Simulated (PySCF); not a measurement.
# How methods differ on the excitation energy of Tl⁺

Tl⁺ [Xe] 4f14 5d10 6s2 (1S) → Tl⁺ [Xe] 4f14 5d10 6s1 7s1, s spin flipped, as a difference of total energies. Computed with PySCF 2.14 in aug-cc-pVQZ-DK3 (10s9p7d4f2g, 118 functions), with scalar relativity by spin-free X2C-1e. Correlated levels: valence: [Xe] 4f14 5d10 frozen. The calculations carry no spin-orbit coupling.

```tsv
method	excitation energy (eV)
UHF	0.000
MP2 (valence)	0.000
SCS-MP2 (valence)	0.000
```

The upper determinant mixes two multiplicities, so it lies between the two terms.

The promoted electron is Rydberg-like, and one or two diffuse shells describe it only roughly, which tends to raise the upper state.
